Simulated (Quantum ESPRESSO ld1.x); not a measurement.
All-electron atom: Er48+ in [Ar] 3d2. Calculated with ld1.x of Quantum ESPRESSO 7.5: scalar-relativistic Kohn-Sham, revPBE, spin-unpolarised, spherical densities, point nucleus. Some entries of the table are withheld. Estimate them.

| orbital | occ. | eigenvalue (hartree) | r(max) (bohr) |
|---|---|---|---|
| 1s | 2 | -2220.94 | (1) |
| 2s | 2 | -463.807 | 0.073 |
| 2p | 6 | -423.474 | 0.059 |
| 3s | 2 | -174.900 | (2) |
| 3p | 6 | -162.678 | 0.195 |
| 3d | 2 | -149.824 | 0.156 |

Answer. 
(1) 1s r(max) (bohr): 0.013
(2) 3s r(max) (bohr): 0.200
